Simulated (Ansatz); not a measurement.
Cost and result for the atomization energy of F2H6N2SSi2, SMILES `N[Si@@H](F)S[Si@@H](N)F` (13 atoms, 12 bonds).

Z-matrix (Å, degrees):
```
Si
F 1 1.602
S 1 2.127 2 106.9
N 1 1.689 2 114.5 3 116.9
H 1 1.474 2 106.0 3 -123.2
Si 3 2.127 1 99.7 2 -39.4
H 4 1.006 1 121.7 2 85.9
H 4 1.006 1 122.7 2 -73.7
N 6 1.689 3 105.9 1 -161.3
F 6 1.602 3 106.9 1 -38.8
H 6 1.474 3 115.0 1 78.5
H 9 1.006 6 122.7 3 43.7
H 9 1.006 6 121.7 3 -156.7
```

Total charge 0; spin multiplicity 1. Geometry: relaxed with PBE0-D4/def2-TZVP. It is one conformer, not always the lowest. Program: Ansatz. All runs use 2 threads of an AMD EPYC 7R13 on a shared host and a share of an NVIDIA H100 80 GB. Times are those of one run each, without the atoms' runs, and a repeat can differ threefold. Electronic energies, without spin–orbit coupling; frozen cores. CCSD(T)/CBS adds CCSD(T) − MP2 in def2-TZVPP to the MP2 limit, and its time is that of the two runs behind it. T1 = 0.011. B3LYP takes the VWN-RPA correlation (the form of Gaussian; ORCA's B3LYP/G). HSE06 is the plane-wave form, built on full-range PBE exchange.

CCSD(T)/CBS is a level of theory with its own doubt, some kJ/mol a heavy atom from the limit and from the frozen cores, so smaller differences don't rank the functionals.

```tsv
level	functions	wall time
B2PLYP/def2-TZVPP	334	16 s
revPBE-D4/def2-TZVPP	334	16 s
CCSD(T)/def2-SVP	140	17 s
BLYP-D4/def2-TZVPP	334	18 s
B97M-V/def2-TZVPP	334	18 s
B3LYP-D4/def2-TZVPP (with forces)	334	18 s
PBE0-D4/def2-TZVPP	334	19 s
BHLYP-D4/def2-TZVPP	334	19 s
HSE06-D4/def2-TZVPP	334	19 s
MP2/def2-QZVPP	618	24 s
CCSD(T)/def2-TZVPP	334	26 s
r2SCANh-D4/def2-TZVPP	334	27 s
CCSD(T)/CBS(def2)	–	49 s
```

Question: What atomization energy does each give, and how far from CCSD(T)/CBS? (Estimate.)

Answer: The calculation gave: 
| level | atomization (kcal/mol) | difference from CCSD(T)/CBS | per bond |
| --- | --- | --- | --- |
| B2PLYP/def2-TZVPP | 1137.2 | -20.1 | -1.7 |
| revPBE-D4/def2-TZVPP | 1135.7 | -21.6 | -1.8 |
| CCSD(T)/def2-SVP | 1044.1 | -113.2 | -9.4 |
| BLYP-D4/def2-TZVPP | 1150.5 | -6.8 | -0.6 |
| B97M-V/def2-TZVPP | 1156.1 | -1.2 | -0.1 |
| B3LYP-D4/def2-TZVPP (with forces) | 1150.0 | -7.3 | -0.6 |
| PBE0-D4/def2-TZVPP | 1142.9 | -14.4 | -1.2 |
| BHLYP-D4/def2-TZVPP | 1116.1 | -41.2 | -3.4 |
| HSE06-D4/def2-TZVPP | 1143.5 | -13.8 | -1.1 |
| MP2/def2-QZVPP | 1167.7 | 10.4 | 0.9 |
| CCSD(T)/def2-TZVPP | 1115.3 | -42.0 | -3.5 |
| r2SCANh-D4/def2-TZVPP | 1141.9 | -15.4 | -1.3 |
| CCSD(T)/CBS(def2) | 1157.3 | 0.0 | 0.0 |

From PBE to PBE0 (25 % exact exchange), in def2-TZVPP and without D4, the atomization energy moves by −21.8 kcal/mol: exact exchange takes away binding that semilocal exchange gives to molecules. In def2-TZVPP, CCSD(T) changes the Hartree–Fock value by +300.2 kcal/mol (the triples alone add +18.2 kcal/mol) and MP2 by +327.2 kcal/mol; breaking electron pairs costs correlation energy, which Hartree–Fock lacks. At CCSD(T), def2-SVP lies −113.1 kcal/mol from the extrapolated value and def2-TZVPP −41.9 kcal/mol: correlation converges slowly with the basis, and small sets miss more of it in the bonded molecule than in its fragments.
